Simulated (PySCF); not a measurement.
**V (vanadium, neutral): UHF calculation**

Configuration: [Ar] 3d3 4s2, high-spin 4F determinant. Computed with PySCF 2.14 in pcseg-2 (6s4p3d2f1g, 56 functions), with the non-relativistic Hamiltonian (point nucleus).

* Total energy: -942.873982 hartree
* One-electron energy: -1294.8423 hartree
* Hartree (Coulomb) energy: 396.1936 hartree
* Exchange energy: -44.2253 hartree
* Kinetic energy: 943.83508 hartree
* ⟨S²⟩: 3.7614
* ⟨L²⟩: 12.032
* Sum of ⟨r⟩: 21.66 bohr
* Sum of ⟨r²⟩: 47.33 bohr²
* Density at the nucleus (Gaussians lack the cusp): 8080 bohr⁻³
* Spin density at the nucleus: 0.465 bohr⁻³
* Langevin diamagnetic susceptibility: -37.5 ×10⁻⁶ cm³/mol
* Time after the integrals: 0.36 s of wall time on 1 thread of AMD EPYC 7B13 (shared host)

| shell | electrons | mean orbital energy (eV) | rms radius, mean of both spins (bohr) |
| --- | --- | --- | --- |
| 1s α | 1 | -5481.6 | 0.0777 |
| 1s β | 1 | -5481.6 | 0.0777 |
| 2s α | 1 | -649.45 | 0.336 |
| 2s β | 1 | -647.70 | 0.336 |
| 2p α | 3 | -544.73 | 0.304 |
| 2p β | 3 | -542.98 | 0.304 |
| 3s α | 1 | -89.257 | 1.03 |
| 3s β | 1 | -83.536 | 1.03 |
| 3p α | 3 | -58.308 | 1.11 |
| 3p β | 3 | -51.305 | 1.11 |
| 3d α | 3 | -13.911 | 1.50 |
| 4s α | 1 | -6.716 | 3.89 |
| 4s β | 1 | -5.870 | 3.89 |
